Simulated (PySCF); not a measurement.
AlCl₂H, AlFH (calculated)

All values are calculated (PySCF 2.14.0). Calculation on a computer-drawn molecule: vertical ionisation energy to the stated ion spin, frozen-core CCSD(T) at the basis limit and cheaper methods, single-reference cases, UHF for radicals, no spin-orbit; all values are single points at the evaluated structure, the first of each entry, which is the reference or a displaced copy of it and isn't optimised; the reference structure only sets the zero of the energies above reference; triples share is (T) over the correlation energy.

Common to all runs: charge 0; diffuse functions no; basis cc-pV(n+d)Z; reference is the Hartree-Fock double-zeta minimum; best is HF at quadruple zeta + MP2 correlation extrapolated from triple and quadruple zeta + CCSD(T) minus MP2 at triple zeta; basis step is the size of the change from the same recipe one zeta lower.

(1) AlCl₂H

Evaluated structure:
```xyz
4
AlCl2H
Cl    -0.4609    -0.7653     1.6794
Al    -1.6455    -0.3506     0.0555
Cl    -3.5056     0.6662     0.5226
H     -1.3104    -0.7004    -1.6207
```

Reference structure:
```xyz
4
AlCl2H
Cl    -0.4042    -0.7903     1.6049
Al    -1.7191    -0.3498     0.0329
Cl    -3.5124     0.6390     0.4804
H     -1.3723    -0.7468    -1.4289
```

Settings of this run: multiplicity 1 and ion multiplicity 2.

It finds ionisation energy best 11.82 eV; ionisation energy basis step 0.19 eV; energy above reference best 6.43 kcal/mol; energy above reference basis step 0.009559 kcal/mol; ionisation energy Koopmans at triple zeta 12.22 eV; ionisation energy EOM CCSD at triple zeta 11.7 eV; total energy HF triple zeta -1161.6905 hartree; total energy CCSD(T) triple zeta -1162.2001 hartree; total energy best -1162.2883 hartree; T1 diagnostic at triple zeta 0.008841; D1 diagnostic at triple zeta 0.02191; ion T1 diagnostic at triple zeta 0.0447; ion D1 diagnostic at triple zeta 0.2539; ion spin squared at triple zeta 0.7619; triples share at triple zeta 0.03897; basis functions triple zeta 131; dipole magnitude HF at triple zeta 1.456 debye; dipole magnitude CCSD unrelaxed at triple zeta 1.32 debye; dipole magnitude PBE at triple zeta 1.225 debye; dipole magnitude r2SCAN at triple zeta 1.268 debye; dipole magnitude B3LYP at triple zeta 1.304 debye; dipole magnitude wB97X at triple zeta 1.381 debye.

Drawn bonds:
```csv
atom,other atom,order
1,2,1
2,3,1
2,4,1
```

Triple zeta:
```csv
method,ionisation energy (eV),energy above reference (kcal/mol)
HF,10.73,7.169
PBE,11.1,5.271
r2SCAN,11.09,6.244
B3LYP,11.24,6.383
wB97X,11.67,6.677
MP2,11.85,6.838
CCSD,11.59,6.515
CCSD(T),11.6,6.361
```

(2) AlCl₂H

Evaluated structure:
```xyz
4
AlCl2H
Cl    -0.4609    -0.7653     1.6794
Al    -1.6455    -0.3506     0.0555
Cl    -3.5056     0.6662     0.5226
H     -1.2564    -0.7567    -1.8907
```

Reference structure:
```xyz
4
AlCl2H
Cl    -0.4042    -0.7903     1.6049
Al    -1.7191    -0.3498     0.0329
Cl    -3.5124     0.6390     0.4804
H     -1.3723    -0.7468    -1.4289
```

Settings of this run: multiplicity 1 and ion multiplicity 2.

Results for AlCl₂H: ionisation energy best 11.17 eV; ionisation energy basis step 0.07828 eV; energy above reference best 22.85 kcal/mol; energy above reference basis step 0.09759 kcal/mol; ionisation energy Koopmans at triple zeta 11.49 eV; ionisation energy EOM CCSD at triple zeta 11.19 eV; total energy HF triple zeta -1161.6612 hartree; total energy CCSD(T) triple zeta -1162.1742 hartree; total energy best -1162.2621 hartree; T1 diagnostic at triple zeta 0.009979; D1 diagnostic at triple zeta 0.02781; ion T1 diagnostic at triple zeta 0.02452; ion D1 diagnostic at triple zeta 0.128; ion spin squared at triple zeta 0.7606; triples share at triple zeta 0.03957; basis functions triple zeta 131; dipole magnitude HF at triple zeta 1.064 debye; dipole magnitude CCSD unrelaxed at triple zeta 1.015 debye; dipole magnitude PBE at triple zeta 0.9179 debye; dipole magnitude r2SCAN at triple zeta 0.9411 debye; dipole magnitude B3LYP at triple zeta 0.9732 debye; dipole magnitude wB97X at triple zeta 1.02 debye.

Drawn bonds:
```csv
atom,other atom,order
1,2,1
2,3,1
2,4,1
```

Triple zeta:
```csv
method,ionisation energy (eV),energy above reference (kcal/mol)
HF,10.22,25.53
PBE,10.54,20.18
r2SCAN,10.66,22.45
B3LYP,10.83,22.72
wB97X,11.16,23.83
MP2,10.89,24.25
CCSD,11.08,23.04
CCSD(T),11.03,22.61
```

(3) AlFH

Evaluated structure:
```xyz
3
AlFH
F     -2.0485     0.3934     4.0666
Al    -2.2523     1.5818     2.9263
H     -3.2845     1.2500     1.7629
```

Reference structure:
```xyz
3
AlFH
F     -2.0485     0.3934     4.0666
Al    -2.2523     1.5818     2.9263
H     -3.2845     1.2500     1.7629
```

Settings of this run: multiplicity 2 and ion multiplicity 1.

The calculation gives: ionisation energy best 8.478 eV; ionisation energy basis step 0.01738 eV; energy above reference best 0 kcal/mol; energy above reference basis step 0 kcal/mol; total energy HF triple zeta -342.0251 hartree; total energy CCSD(T) triple zeta -342.3570 hartree; total energy best -342.4196 hartree; T1 diagnostic at triple zeta 0.01592; D1 diagnostic at triple zeta 0.0407; spin squared at triple zeta 0.7569; ion T1 diagnostic at triple zeta 0.01887; ion D1 diagnostic at triple zeta 0.04444; triples share at triple zeta 0.02696; basis functions triple zeta 83; dipole magnitude HF at triple zeta 1.74 debye; dipole magnitude CCSD unrelaxed at triple zeta 1.54 debye; dipole magnitude PBE at triple zeta 1.435 debye; dipole magnitude r2SCAN at triple zeta 1.483 debye; dipole magnitude B3LYP at triple zeta 1.594 debye; dipole magnitude wB97X at triple zeta 1.521 debye.

Drawn bonds:
```csv
atom,other atom,order
1,2,1
2,3,1
```

Triple zeta:
```csv
method,ionisation energy (eV),energy above reference (kcal/mol)
HF,8.411,0
PBE,8.469,0
r2SCAN,8.627,0
B3LYP,8.617,0
wB97X,8.469,0
MP2,8.392,0
CCSD,8.439,0
CCSD(T),8.427,0
```

(4) AlFH

Evaluated structure:
```xyz
3
AlFH
F     -2.0484     0.4014     4.0842
Al    -2.2533     1.5651     2.9361
H     -3.2730     1.2367     1.7559
```

Reference structure:
```xyz
3
AlFH
F     -2.0485     0.3934     4.0666
Al    -2.2523     1.5818     2.9263
H     -3.2845     1.2500     1.7629
```

It was run with multiplicity 2 and ion multiplicity 1.

It finds ionisation energy best 8.432 eV; ionisation energy basis step 0.01612 eV; energy above reference best 0.03705 kcal/mol; energy above reference basis step 0.0371 kcal/mol; total energy HF triple zeta -342.0253 hartree; total energy CCSD(T) triple zeta -342.3570 hartree; total energy best -342.4196 hartree; T1 diagnostic at triple zeta 0.0158; D1 diagnostic at triple zeta 0.04024; spin squared at triple zeta 0.7569; ion T1 diagnostic at triple zeta 0.01855; ion D1 diagnostic at triple zeta 0.04352; triples share at triple zeta 0.02685; basis functions triple zeta 83; dipole magnitude HF at triple zeta 1.638 debye; dipole magnitude CCSD unrelaxed at triple zeta 1.449 debye; dipole magnitude PBE at triple zeta 1.356 debye; dipole magnitude r2SCAN at triple zeta 1.397 debye; dipole magnitude B3LYP at triple zeta 1.508 debye; dipole magnitude wB97X at triple zeta 1.434 debye.

Drawn bonds:
```csv
atom,other atom,order
1,2,1
2,3,1
```

Triple zeta:
```csv
method,ionisation energy (eV),energy above reference (kcal/mol)
HF,8.359,-0.1396
PBE,8.428,0.1333
r2SCAN,8.583,0.02409
B3LYP,8.573,0.05631
wB97X,8.422,0.04138
MP2,8.345,0.05467
CCSD,8.393,-0.005255
CCSD(T),8.382,0.0217
```

(5) AlFH

Evaluated structure:
```xyz
3
AlFH
F     -2.0486     0.3935     4.0673
Al    -2.2520     1.5805     2.9262
H     -3.2838     1.2501     1.7636
```

Reference structure:
```xyz
3
AlFH
F     -2.0485     0.3934     4.0666
Al    -2.2523     1.5818     2.9263
H     -3.2845     1.2500     1.7629
```

Here we set multiplicity 2 and ion multiplicity 1.

Drawn bonds:
```csv
atom,other atom,order
1,2,1
2,3,1
```

(6) AlFH

Evaluated structure:
```xyz
3
AlFH
F     -2.0486     0.3935     4.0673
Al    -2.2483     1.5590     2.9468
H     -3.2801     1.2286     1.7842
```

Reference structure:
```xyz
3
AlFH
F     -2.0485     0.3934     4.0666
Al    -2.2523     1.5818     2.9263
H     -3.2845     1.2500     1.7629
```

Here we set multiplicity 2 and ion multiplicity 1.

Drawn bonds:
```csv
atom,other atom,order
1,2,1
2,3,1
```

To be estimated
1. AlFH (entry 6): spin squared at triple zeta?
2. Give the missing total energy best for AlFH (entry 6).
3. What D1 diagnostic at triple zeta does the calculation give for AlFH (entry 6)?

Calculated values
1. 0.7568
2. -342.4192 hartree
3. 0.04014

Further results for AlFH (entry 5):

* ionisation energy best: 8.475 eV
* ionisation energy basis step: 0.01731 eV
* energy above reference best: 0.002325 kcal/mol
* energy above reference basis step: 0.000977 kcal/mol
* total energy HF triple zeta: -342.0251 hartree
* total energy CCSD(T) triple zeta: -342.3570 hartree
* total energy best: -342.4196 hartree
* T1 diagnostic at triple zeta: 0.01591
* D1 diagnostic at triple zeta: 0.04065
* spin squared at triple zeta: 0.7569
* ion T1 diagnostic at triple zeta: 0.01885
* ion D1 diagnostic at triple zeta: 0.04437
* triples share at triple zeta: 0.02696
* basis functions triple zeta: 83
* dipole magnitude HF at triple zeta: 1.736 debye
* dipole magnitude CCSD unrelaxed at triple zeta: 1.536 debye
* dipole magnitude PBE at triple zeta: 1.432 debye
* dipole magnitude r2SCAN at triple zeta: 1.479 debye
* dipole magnitude B3LYP at triple zeta: 1.59 debye
* dipole magnitude wB97X at triple zeta: 1.518 debye

Triple zeta:
```csv
method,ionisation energy (eV),energy above reference (kcal/mol)
HF,8.407,-0.009066
PBE,8.466,0.01391
r2SCAN,8.624,0.004339
B3LYP,8.614,0.005085
wB97X,8.465,0.003798
MP2,8.388,-0.0007742
CCSD,8.436,0.0001396
CCSD(T),8.424,0.00198
```

Further results for AlFH (entry 6):

* ionisation energy best: 8.42 eV
* ionisation energy basis step: 0.01425 eV
* energy above reference best: 0.2909 kcal/mol
* energy above reference basis step: 0.09767 kcal/mol
* total energy HF triple zeta: -342.0254 hartree
* total energy CCSD(T) triple zeta: -342.3566 hartree
* T1 diagnostic at triple zeta: 0.01563
* ion T1 diagnostic at triple zeta: 0.01833
* ion D1 diagnostic at triple zeta: 0.0432
* triples share at triple zeta: 0.02667
* basis functions triple zeta: 83
* dipole magnitude HF at triple zeta: 1.582 debye
* dipole magnitude CCSD unrelaxed at triple zeta: 1.398 debye
* dipole magnitude PBE at triple zeta: 1.304 debye
* dipole magnitude r2SCAN at triple zeta: 1.347 debye
* dipole magnitude B3LYP at triple zeta: 1.455 debye
* dipole magnitude wB97X at triple zeta: 1.377 debye

Triple zeta:
```csv
method,ionisation energy (eV),energy above reference (kcal/mol)
HF,8.347,-0.1915
PBE,8.418,0.5678
r2SCAN,8.573,0.2466
B3LYP,8.562,0.3298
wB97X,8.41,0.2746
MP2,8.337,0.332
CCSD,8.382,0.2005
CCSD(T),8.372,0.273
```
